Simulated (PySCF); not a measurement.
Calculation: B3LYP-D3(BJ)/def2-TZVP (PySCF 2.14.0). Gas-phase values, no solvent. B3LYP has the VWN-RPA correlation part, as in Gaussian. 

Reference species (SMILES): `Cl[SiH3]` (neutral, multiplicity 1).

```json
{
 "dipole_moment": "1.32 D"
}
```

Changed species: `Cl[SiH2]Br` (whole molecule; the reference has whole molecule).

Question: Give the shifts of the dipole moment.

Answer: the dipole moment falls by 0.14 D, to 1.18 D.
